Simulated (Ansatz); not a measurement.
Consider the ligand exchange at a B–C bond: `BCOC` + `CNCF` → `BN(C)CF` + `COC`.

Calculated with Ansatz (gas phase, PBE0-D4/def2-TZVP geometries, no zero-point term in ΔE). CCSD(T)/CBS adds triple-zeta CCSD(T) − MP2 to the extrapolated MP2 energy (def2 sets, frozen cores). Functionals use def2-TZVPP. Each species was taken in one conformer, which may not be the lowest.

Is it downhill or uphill in electronic energy at CCSD(T)/CBS, and by how much? (Best estimate.)

The calculation gave: Downhill: ΔE = -144.2 kJ/mol.

What do these levels give: PBE0, HF/def2-TZVPP, SCS-MP2/def2-TZVPP, CCSD/def2-TZVPP, MP2/def2-QZVPP, CCSD/CBS(def2)? (Best estimate.)

Ansatz gave: PBE0 -137.6, HF/def2-TZVPP -134.4, SCS-MP2/def2-TZVPP -147.5, CCSD/def2-TZVPP -144.3, MP2/def2-QZVPP -147.7, CCSD/CBS(def2) -141.6 kJ/mol.

Largest T1 diagnostic among the species: 0.012.

In def2-TZVPP, CCSD(T) changes the Hartree–Fock value by −12.5 kJ/mol (the triples alone add −2.6 kJ/mol) and MP2 by −14.8 kJ/mol.
